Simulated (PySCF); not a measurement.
Run times: rhodium in x2c-TZVPPall-2c

Measured wall times of calculations with PySCF 2.14 in x2c-TZVPPall-2c, with two-component X2C-1e, run from one Python driver. Hardware: 1 thread of Neoverse-N1 on a shared host, 1.3 GiB allowed. The two-electron integrals over 93 functions were computed once and kept in memory (5.6 CPU seconds with the set-up); the times below exclude them.

Launch command (the driver calls PySCF for each step listed in the task file):

```bash
OMP_NUM_THREADS=1 python sorun2.py TASK.json OUT
```

```
      species                                      step  iterations  wall time (s)
Rh³⁺ [Kr] 4d6                            GHF, spin-free           8            4.5
Rh³⁺ [Kr] 4d6            GMP2 (14 electrons), spin-free                        2.3
Rh³⁺ [Kr] 4d6                  GHF, screened spin-orbit          14             19
Rh³⁺ [Kr] 4d6  GMP2 (14 electrons), screened spin-orbit                        1.5
Rh⁴⁺ [Kr] 4d5                            GHF, spin-free           7            4.1
Rh⁴⁺ [Kr] 4d5            GMP2 (13 electrons), spin-free                        1.3
Rh⁴⁺ [Kr] 4d5                  GHF, screened spin-orbit          11             13
Rh⁴⁺ [Kr] 4d5  GMP2 (13 electrons), screened spin-orbit                        1.3
```

Peak memory of the process: 0.35 GiB. Times on a shared host vary from run to run.
